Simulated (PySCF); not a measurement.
FH3O2SSi.

```xyz
8

O      0.1292    -0.2293     1.8078
Si     0.1397    -0.2845     0.1591
O      1.6818    -0.6223    -0.2911
F     -0.8742    -1.4478    -0.3523
S     -0.5401     1.5075    -0.7635
H     -0.6974     0.0332     2.2364
H      2.1884    -1.1694     0.3273
H     -1.4257     0.8412    -1.5375
```
Charge 0, spin multiplicity 1.

Geometry optimised at TPSSh-D3(BJ)/def2-SVP. The values are those of a single conformer.

The numbers are results of PBE/pcSseg-1 in PySCF, not measurements. Non-relativistic, no solvent.

Computed absolute GIAO shielding of each atom: isotropic value and principal components (ppm):
```tsv
atom	σ(iso)	σ11	σ22	σ33	span
O1	245.9	213.4	227.1	297.3	83.8
Si2	367.8	325.1	381.6	396.8	71.6
O3	263.6	230.7	249.6	310.5	79.9
F4	260.7	189.6	227.4	365.1	175.5
S5	704.0	621.4	642.6	847.9	226.5
H6	28.9	21.9	24.1	40.8	18.8
H7	28.7	20.8	23.4	41.9	21.1
H8	30.3	22.3	27.8	40.7	18.4
```
